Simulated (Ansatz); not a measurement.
AlH6NSi2, SMILES `[SiH3][SiH]1[NH][AlH]1`, 10 atoms. Charge 0, multiplicity 1. All runs use 2 threads of an Arm Neoverse N1 on a shared host. Correlated methods freeze the cores.

(1) Give the basis size and wall time and peak host memory of each of these runs in Ansatz. RKS PBE0-D4/def2-TZVP frequencies; RKS PBE0-D4/def2-QZVPP energy; RKS HSE06 (plane-wave form)-D4/def2-TZVPP energy; RKS PBE0-D4/def2-SVP energy; RKS ωB97M-V/def2-SVP energy; RKS r2SCANh-D4/def2-TZVPP energy; RKS CAM-B3LYP-D4/def2-TZVPP energy; RKS PBE0-D4/def2-TZVP relaxation (8 steps); RKS revPBE-D4/def2-TZVPP energy; RHF-CCSD(T)/def2-SVP energy; RKS ωB97M-V/def2-QZVPP energy; direct RPA on PBE orbitals/def2-TZVPP energy. (Best estimate.)

## Answers

(1) The calculation gave: Other jobs shared the machine, so times are rough.

| level | job | functions | wall time | peak host memory (GiB) |
| --- | --- | --- | --- | --- |
| RKS PBE0-D4/def2-SVP | energy | 98 | 3 s | 0.45 |
| RKS revPBE-D4/def2-TZVPP | energy | 241 | 6 s | 0.31 |
| RHF-CCSD(T)/def2-SVP | energy | 98 | 6.5 s | 0.45 |
| RKS HSE06 (plane-wave form)-D4/def2-TZVPP | energy | 241 | 11 s | 0.62 |
| RKS CAM-B3LYP-D4/def2-TZVPP | energy | 241 | 11 s | 0.67 |
| direct RPA on PBE orbitals/def2-TZVPP | energy | 241 | 13 s | 0.56 |
| RKS ωB97M-V/def2-SVP | energy | 98 | 14 s | 0.45 |
| RKS r2SCANh-D4/def2-TZVPP | energy | 241 | 17 s | 0.6 |
| RKS PBE0-D4/def2-QZVPP | energy | 447 | 28 s | 1.5 |
| RKS ωB97M-V/def2-QZVPP | energy | 447 | 65 s | 1.8 |
| RKS PBE0-D4/def2-TZVP | relaxation (8 steps) | 178 | 70 s | 0.45 |
| RKS PBE0-D4/def2-TZVP | frequencies | 178 | 5.9 min | 0.51 |
